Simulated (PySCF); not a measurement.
## Computed properties of tetraantimony (Sb4), SMILES [Sb]12[Sb]3[Sb]1[Sb]23

tetraantimony (Sb4), SMILES [Sb]12[Sb]3[Sb]1[Sb]23. Coordinates come from a r2SCAN-D4/def2-SVP optimisation. The def2 effective core potentials stand for the cores of Sb; spin–orbit coupling is left out. Other conformers were not sampled. All values are computed for the isolated molecule unless a solvent is named; none is compared with measurement here.

**Structure.** The optimised structure has Td symmetry. All 6 harmonic modes at r2SCAN-D4/def2-SVP (PySCF) are real, so it is a minimum. With heavy atoms numbered as in [Sb:1]12[Sb:2]3[Sb:3]1[Sb:4]23, the shortest bond between them is Sb1–Sb2 at 2.842 Å and the longest Sb3–Sb4 at 2.842 Å.

**Vibrations.** The strongest infrared lines (harmonic, unscaled, degenerate partners summed) lie at 179 cm⁻¹ (1 km/mol, Sb 100 %). The softest mode is at 138 cm⁻¹ and the zero-point energy is 1.5 kcal/mol.

**Electronic structure.** M06-2X/def2-TZVP (PySCF) places the frontier levels at -7.05 and -0.91 eV, a gap of 6.14 eV, and gives a dipole moment of 0.00 D and a mean polarisability of 175.1 bohr³. PBE/def2-TZVP (PySCF) at the same geometry gives -5.41 and -2.10 eV, so its gap is 2.83 eV narrower. An orbital gap is neither the optical nor the fundamental gap.

**Excitations.** TDDFT-PBE0/def2-SVPD (PySCF) has S1 at 3.51 eV (354 nm, f = 0.000, dark); the most intense of the 10 singlets computed lies at 4.02 eV (f = 0.03). Strengths of degenerate partners are summed. T1 (TDA) is at 2.92 eV. TDDFT-PBE/def2-SVPD (PySCF) puts S1 at 3.38 eV. No vertical singlet excitation falls in the visible range (under 3.1 eV).
